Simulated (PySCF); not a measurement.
H6MgOSi2.

```xyz
10

Mg     0.0000     0.0000     0.5496
Si     0.0000     0.0000     3.0869
H     -0.8236    -1.1151     3.6561
H     -0.5539     1.2708     3.6561
H      1.3775    -0.1557     3.6561
O      0.0000     0.0000    -1.2524
Si     0.0000     0.0000    -2.8894
H     -1.1777     0.7464    -3.4365
H     -0.0575    -1.3932    -3.4365
H      1.2353     0.6468    -3.4365
```

The structure is a stationary point at ωB97X-D3(BJ)/def2-SVP. The structure was generated by enumeration; whether it is a known compound was not checked. The values are those of a single conformer.

Method: PBE/pcSseg-1 (PySCF). Non-relativistic, no solvent.

**Question.** Give the absolute GIAO shielding of each atom: isotropic value and principal components (ppm). (The exact figures need the calculation; the answer reports its results.)

**Answer.** 
```json
[
 {"atom": "Mg1", "σ(iso)": "494.0", "σ11": "389.0", "σ22": "389.0", "σ33": "704.0", "span": "315.0"},
 {"atom": "Si2", "σ(iso)": "492.0", "σ11": "474.7", "σ22": "500.7", "σ33": "500.7", "span": "26.0"},
 {"atom": "H3", "σ(iso)": "28.1", "σ11": "25.0", "σ22": "25.6", "σ33": "33.8", "span": "8.8"},
 {"atom": "H4", "σ(iso)": "28.1", "σ11": "25.0", "σ22": "25.6", "σ33": "33.8", "span": "8.8"},
 {"atom": "H5", "σ(iso)": "28.1", "σ11": "25.0", "σ22": "25.6", "σ33": "33.8", "span": "8.8"},
 {"atom": "O6", "σ(iso)": "316.3", "σ11": "309.9", "σ22": "319.5", "σ33": "319.5", "span": "9.6"},
 {"atom": "Si7", "σ(iso)": "382.4", "σ11": "330.2", "σ22": "330.2", "σ33": "486.8", "span": "156.6"},
 {"atom": "H8", "σ(iso)": "25.9", "σ11": "22.7", "σ22": "24.0", "σ33": "30.9", "span": "8.2"},
 {"atom": "H9", "σ(iso)": "25.9", "σ11": "22.7", "σ22": "24.0", "σ33": "30.9", "span": "8.2"},
 {"atom": "H10", "σ(iso)": "25.9", "σ11": "22.7", "σ22": "24.0", "σ33": "30.9", "span": "8.2"}
]
```
